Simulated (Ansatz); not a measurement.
Sn(OH)4 (SnO4H4). The state is a triplet with charge 0. Geometry r2SCAN-D4/def2-SVP, that of the neutral singlet.

```xyz
9

Sn   -0.0003    0.0000   -0.0005
O     1.1829    1.5786    0.0673
H     1.0216    2.1484   -0.7000
O     0.9430   -1.4179    0.9977
H     1.9012   -1.2830    0.9419
O    -0.3520   -0.3235   -1.9158
H    -1.2031   -0.7739   -2.0263
O    -1.7739    0.1622    0.8509
H    -1.7194   -0.0909    1.7849
```

In the def2 sets Sn takes a core potential; there is no spin–orbit coupling. At PBE-D4/def2-TZVP the gap within one spin of the charge 0 triplet nearly closes, so an electron or hole may be smeared out by delocalisation error. At PBE0-D4/def2-TZVP a singlet of charge 0 lies 5.18 eV below the triplet at the same geometry.

(1) Estimate the α-spin orbital energies around the gap (eV) in Ansatz with PBE-D4/def2-TZVP, r2SCAN-D4/def2-TZVP, PBE0-D4/def2-TZVP.

Results:

(1) 
| orbital | PBE-D4/def2-TZVP | r2SCAN-D4/def2-TZVP | PBE0-D4/def2-TZVP |
| --- | --- | --- | --- |
| HOMO−5 | -9.04 | -9.48 | -10.94 |
| HOMO−4 | -8.30 | -8.79 | -10.24 |
| HOMO−3 | -8.13 | -8.58 | -10.02 |
| HOMO−2 | -7.87 | -8.29 | -9.72 |
| HOMO−1 | -7.86 | -8.29 | -9.72 |
| HOMO | -3.18 | -3.21 | -3.97 |
| LUMO | -0.39 | -0.07 | 0.32 |
| LUMO+1 | -0.32 | 0.11 | 0.42 |
| LUMO+2 | -0.32 | 0.11 | 0.42 |
| LUMO+3 | 0.84 | 1.43 | 1.76 |
| LUMO+4 | 1.74 | 2.24 | 2.65 |
| LUMO+5 | 1.74 | 2.24 | 2.66 |
| β HOMO | -7.45 | -7.75 | -8.87 |
| β LUMO | -7.40 | -7.47 | -7.09 |
